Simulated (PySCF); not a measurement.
I2Mg, charge -1, multiplicity 2. Atoms are numbered in the order given.

```xyz
3

Mg     0.0000     0.0000     1.2820
I      0.0000     2.3841    -0.1451
I      0.0000    -2.3841    -0.1451
```
Charge -1, spin multiplicity 2.

Geometry: B3LYP-D3(BJ)/def2-SVPD. The def2 effective core potentials stand for the cores of I; spin–orbit coupling is left out.

Calculation: CAM-B3LYP/def2-TZVPD (PySCF).

Mulliken values depend strongly on the basis, most of all with diffuse functions as here. ESP charges are fitted to the potential on shells at 1.4 to 2.0 van der Waals radii. Atomic charges (e):

```json
[
 {"atom": "Mg1", "ESP fit": "(withheld)", "Mulliken": "0.10", "Mulliken spin": "0.93"},
 {"atom": "I2", "ESP fit": "(withheld)", "Mulliken": "-0.55", "Mulliken spin": "0.03"},
 {"atom": "I3", "ESP fit": "(withheld)", "Mulliken": "-0.55", "Mulliken spin": "0.03"}
]
```

Question: Complete the blanks. (Estimate from the structure and the level; the computed values follow.)

Answer: 
- Mg1, ESP fit: 0.04
- I2, ESP fit: -0.52
- I3, ESP fit: -0.52
